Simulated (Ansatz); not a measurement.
CH$_{3}$AlCl$_{2}$ at its PBE0-D4/def2-TZVP geometry, where that method's forces vanish. Charge 0, multiplicity 1. The bonds changed during the relaxation, so this is another structure than the one it started from.

```xyz
7

Al    0.9467    0.3637    0.4468
C    -0.8561   -0.0005   -0.2709
Cl   -1.2601    0.2136   -1.9532
Cl   -0.2268   -1.7424    0.0559
H     1.0500    0.5989    2.0057
H     2.1119    0.5122   -0.6043
H    -1.7656    0.0544    0.3201
```

What forces (eV/Å) does PBE-D4/def2-TZVPP give on these atoms in the Gaussian-basis code of Ansatz? (Estimate.)

Computed: 
```
Al1  0.073  0.048  0.033
C2   0.022  0.217  0.040
Cl3 -0.098  0.083 -0.336
Cl4  0.112 -0.387  0.095
H5   0.009  0.015  0.119
H6   0.086  0.008 -0.080
H7  -0.204  0.016  0.130
```
